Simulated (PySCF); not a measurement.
Sc(Cl)3 anion (Cl3Sc), SMILES [Cl][Sc]([Cl])[Cl] (connectivity only; charge and spin as stated), charge -1, multiplicity 2. Atoms are numbered in the order given.

```xyz
4

Sc     0.0000     0.0000     0.0000
Cl     2.3955     0.0000     0.0000
Cl    -1.1978    -2.0746     0.0000
Cl    -1.1978     2.0746     0.0000
```
Charge -1, spin multiplicity 2.

Coordinates come from a PBE0-D3(BJ)/def2-SVPD optimisation. The spin state was assumed, not searched. The isomer is the one that the SMILES or the coordinates give; other isomers of the formula were not compared.

Computed with CAM-B3LYP/def2-TZVPD (PySCF).

Mulliken values depend strongly on the basis, most of all with diffuse functions as here. ESP charges are fitted to the potential on shells at 1.4 to 2.0 van der Waals radii. Atomic charges (e):

```csv
atom,meta-Löwdin,ESP fit,Mulliken spin
Sc1,0.92,…,1.05
Cl2,-0.64,…,-0.02
Cl3,-0.64,…,-0.02
Cl4,-0.64,…,-0.02
```

Problem. Complete the blanks. (The exact figures need the calculation; the answer reports its results.)

Solution. 
- Sc1, ESP fit: 0.53
- Cl2, ESP fit: -0.51
- Cl3, ESP fit: -0.51
- Cl4, ESP fit: -0.51
